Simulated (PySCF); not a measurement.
Species: C8H7FO2.
Numbering: `[CH3:1][O:2][c:3]1[cH:4][cH:5][c:6]([C:7](=[O:8])[F:9])[cH:10][cH:11]1`

Structure used (GFN2-xTB), in Å, numbered top down from 1:
```
atom  x, y, z in Å
C1    -3.125   -0.427   -0.530
O2    -2.187    0.626   -0.565
C3    -0.900    0.369   -0.256
C4    -0.030    1.467   -0.311
C5     1.303    1.320   -0.016
C6     1.806    0.065    0.344
C7     3.208   -0.153    0.666
O8     3.760   -1.154    0.985
F9     3.949    0.999    0.570
C10    0.939   -1.028    0.400
C11   -0.399   -0.884    0.104
H12   -3.205   -0.856    0.473
H13   -4.077    0.019   -0.809
H14   -2.870   -1.213   -1.246
H15   -0.439    2.424   -0.592
H16    1.966    2.170   -0.061
H17    1.338   -1.992    0.679
H18   -1.045   -1.745    0.155
```

Definitions: NICS(0) = −σiso at the ring centroid; NICS(1) = −σiso and NICS(1)zz = −σzz at ±1 Å along the ring normal z. Level: GIAO PBE0/pcSseg-1 (PySCF, non-relativistic, gas phase) on the GFN2-xTB geometry, one conformer.

Ring bond lengths (Å), with Mayer bond orders in brackets: C3–C4 1.401 (1.36), C4–C5 1.373 (1.50), C5–C6 1.399 (1.32), C6–C10 1.396 (1.38), C10–C11 1.378 (1.47), C11–C3 1.397 (1.33).

**Question.** Give the NICS values of each ring in ppm.

**Answer.** 
| ring | type | NICS(0) | NICS(1), two faces | NICS(1)zz, two faces | rms pucker (Å) | centre to ring atoms, mean (Å) |
| --- | --- | --- | --- | --- | --- | --- |
| C3–C4–C5–C6–C10–C11 | 6-membered carbocycle; formal bonds all aromatic | -8.7 | -10.6 / -10.6 | -25.0 / -25.0 | 0.00 | 1.39 |

**Question.** What can be read from them?

**Answer.** 
- C3–C4–C5–C6–C10–C11: mean NICS(1)zz -25.0 ppm, shielded. For a flat ring without four-coordinate atoms the NICS criterion counts such a value as aromatic.

**Question.** How equal are the bonds by HOMA? HOMA takes Krygowski's 1993 parameters.

**Answer.** 
- C3–C4–C5–C6–C10–C11: HOMA 0.97 = 1 − EN − GEO, with mean bond length 1.391 Å, EN = α(Ropt − mean)² = 0.002 and GEO = α × variance = 0.031. The geometric and the magnetic index point the same way.

**Question.** Give the inner angles of the rings and the Hirshfeld charges of the ring atoms.

**Answer.** 
- C3–C4–C5–C6–C10–C11: C3 119.3° (+0.094 e), C4 120.7° (-0.063 e), C5 120.0° (-0.035 e), C6 119.3° (-0.039 e), C10 120.8° (-0.027 e), C11 119.9° (-0.072 e); sum 720.0° against 720° for a flat convex ring.

**Question.** What are the shieldings of the ring atoms and their hydrogens in the same run (means over atoms taken as equivalent)?

**Answer.** 
| atoms | environment | σ isotropic (ppm) | principal values of the symmetric part, first atom (ppm) |
| --- | --- | --- | --- |
| C3 | aromatic carbon bearing oxygen | 14.7 | -69.3, -0.8, 114.2 |
| C4 (×2) | aromatic CH carbon | 68.6 | -23.7, 48.9, 164.3 |
| C5 (×2) | aromatic CH carbon | 45.4 | -56.7, 21.8, 175.6 |
| C6 | substituted aromatic carbon | 65.7 | -20.4, 55.7, 161.8 |
| H15 (×2) | aromatic hydrogen | 24.61 | 20.3, 24.7, 28.2 |
| H16 (×2) | aromatic hydrogen | 23.26 | 19.1, 23.2, 27.8 |

The run took 47 s of wall time on one thread, Arm Neoverse V1 (aarch64), on a shared host, and the process peaked at 0.99 GiB of memory. This is the whole shielding run at PBE0/pcSseg-1, SCF included.
